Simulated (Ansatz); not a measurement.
The cluster Sn₂O₄⁺. The state is a doublet with charge 1. Geometry PBE-D4/def2-SVP; atoms count from 1.

Cartesian coordinates in Å:
```
Sn 1.8100 -0.7211 0.8711
Sn -0.0391 1.4630 -1.5537
O -1.4946 0.5320 -0.1387
O 1.3811 0.2376 -0.8394
O -1.2826 -0.7165 0.3318
O -0.3748 -0.7949 1.3289
```

In the def2 sets Sn takes a core potential; there is no spin–orbit coupling. The structure holds 2 bonds between oxygen atoms, so isomers without such links may lie far lower. The structure comes from a short search, and lower isomers may exist.

**Question.** Estimate the Mulliken populations from the PBE0/def2-TZVP orbitals of Ansatz.

**Answer.** 
| atom | charge (e) | spin (α − β) |
| --- | --- | --- |
| Sn1 | 1.07 | 0.01 |
| Sn2 | 1.07 | 0.01 |
| O3 | -0.30 | 0.26 |
| O4 | -0.75 | 0.03 |
| O5 | 0.21 | 0.44 |
| O6 | -0.30 | 0.26 |
Mulliken values depend strongly on the basis.

**Question.** Where does the spin sit?

**Answer.** Summed by element: Sn 0.02, O 0.98, of 1 unpaired in all. Largest on single atoms: O5 0.44, O6 0.26, O3 0.26.

**Question.** And the Mayer bond orders between heavy atoms (over 0.3)?

**Answer.** Sn1–O4 0.94 (2.01 Å); Sn1–O6 0.47 (2.23 Å); Sn2–O3 0.47 (2.23 Å); Sn2–O4 0.94 (2.01 Å); O3–O5 1.10 (1.35 Å); O5–O6 1.10 (1.35 Å).
